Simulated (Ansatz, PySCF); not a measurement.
Isomers of CH2O: 1 is O=C, 2 is O[CH]; one conformer of each (the lowest of an xTB search), B3LYP-D3(BJ)/def2-TZVP minima.
Isomer 1 (charge 0, multiplicity 1, Z-matrix in Å and degrees):
```
C
O 1 1.1989
H 1 1.1075 2 122.05
H 1 1.1075 3 115.91 2 -180.00
```
Isomer 2 (charge 0, multiplicity 1):
```
atom    x (Å)    y (Å)    z (Å)
----  -------  -------  -------
C      0.6264   0.5495  -0.0042
O     -0.6718   0.4240   0.0102
H      1.0628  -0.4820  -0.0152
H     -1.0175  -0.4915   0.0092
```

No zero-point or thermal terms.

Cores are frozen in the correlated methods. CBS(a, b) extrapolates the correlation energy as X⁻³ and adds the Hartree–Fock energy of set b.

The values were computed with Ansatz (a program for electronic structure); PySCF for the dispersion terms. 

The comparison value is 56.62 kcal/mol (CCSD(T)/CBS(cc-pVTZ, cc-pVQZ)). It is a level with limits of its own, not the exact answer.

**Question.** Order these levels by how close they come to the comparison value for the electronic energy of isomer 2 less that of isomer 1, closest first: PBE-D3(BJ)/def2-TZVPP, BLYP-D3(BJ)/def2-TZVPP, CAM-B3LYP-D3(BJ)/def2-TZVPP, PBE0/def2-TZVPP, BHLYP-D4/def2-TZVPP. Give each level's value less the comparison value.

**Answer.** BHLYP-D4/def2-TZVPP (-0.10 kcal/mol), CAM-B3LYP-D3(BJ)/def2-TZVPP (0.44 kcal/mol), BLYP-D3(BJ)/def2-TZVPP (0.69 kcal/mol), PBE0/def2-TZVPP (1.21 kcal/mol), PBE-D3(BJ)/def2-TZVPP (1.45 kcal/mol)
